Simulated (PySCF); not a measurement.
`InChI=1S/C15H11N/c1-16-15-11-9-14(10-12-15)8-7-13-5-3-2-4-6-13/h2-12H/b8-7+`

Molfile (atoms numbered from 1):
```
C15H11N
     RDKit          3D

 27 28  0  0  0  0  0  0  0  0999 V2000
    6.9059   -0.4048   -0.3506 C   0  0  0  0  0  0  0  0  0  0  0  0
    5.7488   -0.2609   -0.2825 N   0  0  0  0  0  0  0  0  0  0  0  0
    4.4023   -0.0960   -0.2037 C   0  0  0  0  0  0  0  0  0  0  0  0
    3.5656   -1.2112   -0.1842 C   0  0  0  0  0  0  0  0  0  0  0  0
    2.2012   -1.0433   -0.1025 C   0  0  0  0  0  0  0  0  0  0  0  0
    1.6320    0.2334   -0.0388 C   0  0  0  0  0  0  0  0  0  0  0  0
    0.2056    0.4704    0.0483 C   0  0  0  0  0  0  0  0  0  0  0  0
   -0.7613   -0.4587    0.0824 C   0  0  0  0  0  0  0  0  0  0  0  0
   -2.1878   -0.2099    0.1700 C   0  0  0  0  0  0  0  0  0  0  0  0
   -3.0583   -1.3042    0.1952 C   0  0  0  0  0  0  0  0  0  0  0  0
   -4.4252   -1.1283    0.2784 C   0  0  0  0  0  0  0  0  0  0  0  0
   -4.9585    0.1487    0.3390 C   0  0  0  0  0  0  0  0  0  0  0  0
   -4.1110    1.2450    0.3155 C   0  0  0  0  0  0  0  0  0  0  0  0
   -2.7441    1.0709    0.2318 C   0  0  0  0  0  0  0  0  0  0  0  0
    2.4924    1.3382   -0.0621 C   0  0  0  0  0  0  0  0  0  0  0  0
    3.8587    1.1859   -0.1424 C   0  0  0  0  0  0  0  0  0  0  0  0
    3.9998   -2.1988   -0.2334 H   0  0  0  0  0  0  0  0  0  0  0  0
    1.5701   -1.9178   -0.0896 H   0  0  0  0  0  0  0  0  0  0  0  0
   -0.0659    1.5168    0.0875 H   0  0  0  0  0  0  0  0  0  0  0  0
   -0.4961   -1.5073    0.0435 H   0  0  0  0  0  0  0  0  0  0  0  0
   -2.6496   -2.3040    0.1474 H   0  0  0  0  0  0  0  0  0  0  0  0
   -5.0778   -1.9890    0.2965 H   0  0  0  0  0  0  0  0  0  0  0  0
   -6.0271    0.2890    0.4036 H   0  0  0  0  0  0  0  0  0  0  0  0
   -4.5214    2.2434    0.3627 H   0  0  0  0  0  0  0  0  0  0  0  0
   -2.1059    1.9409    0.2150 H   0  0  0  0  0  0  0  0  0  0  0  0
    2.0742    2.3336   -0.0147 H   0  0  0  0  0  0  0  0  0  0  0  0
    4.5136    2.0445   -0.1595 H   0  0  0  0  0  0  0  0  0  0  0  0
  1  2  3  0
  2  3  1  0
  3  4  1  0
  4  5  2  0
  5  6  1  0
  6  7  1  0
  7  8  2  0
  8  9  1  0
  9 10  2  0
 10 11  1  0
 11 12  2  0
 12 13  1  0
 13 14  2  0
  6 15  2  0
 15 16  1  0
 16  3  2  0
 14  9  1  0
  4 17  1  0
  5 18  1  0
  7 19  1  0
  8 20  1  0
 10 21  1  0
 11 22  1  0
 12 23  1  0
 13 24  1  0
 14 25  1  0
 15 26  1  0
 16 27  1  0
M  CHG  2   1  -1   2   1
M  END
```

Method: TDDFT B3LYP/def2-SVPD excited states, vertical, gas phase (PySCF). Geometry: GFN2-xTB.

Problem. How strongly do the lowest singlets absorb one photon, and two photons of half the energy?

Solution. δ for parallel linear polarisation; σ at the peak of a Lorentzian of half width 0.1 eV, single beam; Ω is circular over linear.
```csv
state,E (eV),f,photon λ (nm),δ (au),σ (GM),Ω,main
S1,3.66,1.122,677,1930,9.48,0.69,HOMO→LUMO 0.98
S2,4.37,0.030,567,810,5.68,0.65,"HOMO→LUMO+1 0.69, HOMO−3→LUMO 0.22"
S3,4.44,0.006,558,390,2.82,1.13,"HOMO−1→LUMO 0.64, HOMO→LUMO+3 0.13"
S4,4.75,0.013,522,50100,413.21,0.68,"HOMO→LUMO+2 0.45, HOMO−2→LUMO 0.43"
S5,4.99,0.121,497,2540,23.19,0.67,"HOMO→LUMO+3 0.36, HOMO−1→LUMO 0.23"
```

Among these, the strongest one-photon state is S1, the strongest two-photon state S4, with a dipole change of 0.7 D (relaxed, norm of the difference vector).
